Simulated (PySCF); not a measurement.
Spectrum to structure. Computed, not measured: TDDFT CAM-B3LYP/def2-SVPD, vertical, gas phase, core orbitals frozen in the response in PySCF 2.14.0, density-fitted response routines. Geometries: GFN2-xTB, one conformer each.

```tsv
state	ν̃ (cm⁻¹)	f	main configurations (H = HOMO, L = LUMO)
S1	43870	0.0023	H→L (91%)
S2	47210	0.0033	H-1→L (78%), H-1→L+1 (8%)
S3	48670	0.0037	H-2→L (55%), H→L+1 (32%)
S4	50690	0.014	H→L+1 (34%), H-2→L (27%), H-1→L+1 (16%)
S5	52050	0.0067	H-1→L+1 (40%), H-2→L+1 (28%)
S6	54120	0.018	H-3→L (40%), H-2→L+1 (15%), H-1→L+1 (13%)
S7	55430	0.046	H-2→L+1 (34%), H-3→L (33%)
S8	55890	0.015	H-1→L+3 (53%), H→L+3 (14%), H-3→L (11%)
```

Question: Which candidate is it? All have the formula CH10N2OSi3.
A. `N[Si@@H]1N[SiH2]CO[SiH2]1`
B. `NC(=O)[SiH2][SiH2]N[SiH3]`
C. `N[Si@@H](C=O)N([SiH3])[SiH3]`

Answer: A. Its S1, at 5.44 eV, is the highest among the candidates; the nearest of the others has S1 at 4.87 eV. S1 is HOMO→LUMO (91%). Löwdin shares by element: HOMO nitrogen 24%, oxygen 17%, silicon 15% or more (atoms not listed hold the other 44%); LUMO silicon 49% or more, oxygen 6%, hydrogen 6% or more (atoms not listed hold the other 39%). At the same level the other candidates give, for their lowest levels:
- `NC(=O)[SiH2][SiH2]N[SiH3]`: 4.87 eV (f 0.001); 5.74 eV (f 0.002); 6.26 eV (f 0.010); 6.28 eV (f 0.037); 6.68 eV (f 0.006); T1 4.28 eV; HOMO -8.48, LUMO 0.42 eV
- `N[Si@@H](C=O)N([SiH3])[SiH3]`: 3.23 eV (f 0.000); 5.22 eV (f 0.015); 5.83 eV (f 0.004); 6.50 eV (f 0.001); 6.84 eV (f 0.008); T1 2.56 eV; HOMO -8.53, LUMO -0.69 eV
Triplets come from the Tamm–Dancoff approximation.
